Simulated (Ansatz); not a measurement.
CdCl2, triplet, at a GFN2-xTB geometry (such geometries of metal compounds can be far from the true shape) (a higher spin typed on purpose: for a closed-shell molecule this is an excited state) (core potentials on Cd). Base run: B3LYP/def2-SV(P) (Ansatz, a program for electronic structure).

Here is a job for Ansatz.
Ansatz 0.2 input:
```yaml
crystal:
  periodic: [false, false, false]
  atoms:
    - {symbol: Cd, position_ang: [-0.74733348, 0.29851729, -0.47268926]}
    - {symbol: Cl, position_ang: [1.83477169, -0.11884315, -0.37432263]}
    - {symbol: Cl, position_ang: [0.27534637, -0.72402919, 1.70897466]}
basis:
  gaussian:
    orbitals: def2-SV_P_.json
hamiltonian:
  xc: b3lyp
magnetization: {spin_polarized: true, initial_magnetization: 2}
```
The basis file holds def2-SV(P) in the JSON format of the Basis Set Exchange.

The bond that is stretched is that between atoms 2 and 1. A test that says stable can miss a lower solution.

Variants of this job, named by their change:

```json
[
 {"change": "base", "ΔE vs base (eV)": "0.00", "<S^2>": "2.004", "stability test says": "minimum"},
 {"change": "spin_polarized = on; lower_state_search = off", "ΔE vs base (eV)": "0.00", "<S^2>": "2.004", "stability test says": "undecided (no full test)"},
 {"change": "spin_polarized = on; lower_state_search = standard", "ΔE vs base (eV)": "0.00", "<S^2>": "2.004", "stability test says": "minimum"},
 {"change": "bond × 1.25", "ΔE vs base (eV)": "0.37", "<S^2>": "2.005", "stability test says": "minimum"},
 {"change": "spin_polarized = on; lower_state_search = off; bond × 1.25", "ΔE vs base (eV)": "0.37", "<S^2>": "2.005", "stability test says": "undecided (no full test)"},
 {"change": "spin_polarized = on; lower_state_search = standard; bond × 1.25", "ΔE vs base (eV)": "0.37", "<S^2>": "2.005", "stability test says": "minimum"},
 {"change": "bond × 1.5", "ΔE vs base (eV)": "0.72", "<S^2>": "2.005", "stability test says": "minimum"},
 {"change": "spin_polarized = on; lower_state_search = off; bond × 1.5", "ΔE vs base (eV)": "0.72", "<S^2>": "2.005", "stability test says": "undecided (no full test)"},
 {"change": "spin_polarized = on; lower_state_search = standard; bond × 1.5", "ΔE vs base (eV)": "0.72", "<S^2>": "2.005", "stability test says": "minimum"},
 {"change": "bond × 1.8", "ΔE vs base (eV)": "0.92", "<S^2>": "2.006", "stability test says": "minimum"},
 {"change": "spin_polarized = on; lower_state_search = off; bond × 1.8", "ΔE vs base (eV)": "0.92", "<S^2>": "2.006", "stability test says": "undecided (no full test)"},
 {"change": "spin_polarized = on; lower_state_search = standard; bond × 1.8", "ΔE vs base (eV)": "0.92", "<S^2>": "2.006", "stability test says": "minimum"},
 {"change": "bond × 2.2", "ΔE vs base (eV)": "0.99", "<S^2>": "2.006", "stability test says": "minimum"},
 {"change": "spin_polarized = on; lower_state_search = off; bond × 2.2", "ΔE vs base (eV)": "0.99", "<S^2>": "2.006", "stability test says": "undecided (no full test)"},
 {"change": "spin_polarized = on; lower_state_search = standard; bond × 2.2", "ΔE vs base (eV)": "0.99", "<S^2>": "2.006", "stability test says": "minimum"},
 {"change": "bond × 3.0", "ΔE vs base (eV)": "1.01", "<S^2>": "2.006", "stability test says": "minimum"},
 {"change": "spin_polarized = on; lower_state_search = off; bond × 3.0", "ΔE vs base (eV)": "1.01", "<S^2>": "2.006", "stability test says": "undecided (no full test)"},
 {"change": "spin_polarized = on; lower_state_search = standard; bond × 3.0", "ΔE vs base (eV)": "1.01", "<S^2>": "2.006", "stability test says": "minimum"}
]
```

On stretching, the SCF can end on different states; <S^2> shows the spin contamination of each.
